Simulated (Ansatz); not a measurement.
Calculated with Ansatz (gas phase, PBE0-D4/def2-TZVP geometries, no zero-point term in ΔE). CCSD(T)/CBS is the MP2 limit (def2-TZVPP, def2-QZVPP) plus CCSD(T) − MP2 in def2-TZVPP, frozen cores. DFT in def2-TZVPP. Elements past krypton have def2 core potentials. For In outer-core shells are correlated without core-valence functions, which leaves a few kJ/mol of doubt a bond. One conformer a species, not always the lowest.

Reaction (ligand exchange at the Si–O bond): `[SiH3][O][In]([SH])[O][SiH3]` + `C=CCO` → `C=CCO[SiH3]` + `[OH][In]([SH])[O][SiH3]`

```
             level  ΔE (kJ/mol)  difference from CCSD(T)/CBS
         r2SCAN-D4         15.8                         -3.0
           ωB97X-V         17.7                         -1.1
           ωB97M-V         17.1                         -1.7
               PBE         10.9                         -7.9
            r2SCAN         15.2                         -3.6
SCS-MP2/def2-TZVPP         19.2                          0.4
CCSD(T)/def2-TZVPP         19.6                          0.8
    MP2/def2-QZVPP         18.1                         -0.7
SCS-MP2/def2-QZVPP         19.0                          0.2
     MP2/CBS(def2)         17.6                         -1.2
       CCSD(T)/CBS         18.8                            0
```

Largest T1 diagnostic among the species: 0.016.

In def2-TZVPP, CCSD(T) changes the Hartree–Fock value by −5.3 kJ/mol (the triples alone add −0.9 kJ/mol) and MP2 by −6.5 kJ/mol. From PBE to PBE0 (25 % exact exchange), in def2-TZVPP and without D4, ΔE moves by +4.6 kJ/mol.
